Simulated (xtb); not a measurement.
BiF3, charge +1, doublet, at a GFN2-xTB geometry of the parent state (such geometries of metal compounds can be far from the true shape) (a state made from the parent by changing its charge; the spin is typed, not shown lowest).

Here is a job for xtb.
```
$ xtb mol.xyz --gfn 0 --chrg 1 --uhf 1 --json

# file mol.xyz
4

Bi     0.00283361    -0.00403046     0.27310711
F     -1.35263607    -1.00980650    -0.84069305
F     -0.22186672     1.68716206    -0.81262393
F      1.54837061    -0.64018572    -0.86533751
```

Question: What does this run give for the total energy, partial charges in atom order?

Answer: 
total energy: -12.357665 Ha
partial charges in atom order: Bi1 0.98, F2 0.01, F3 0.01, F4 0.01
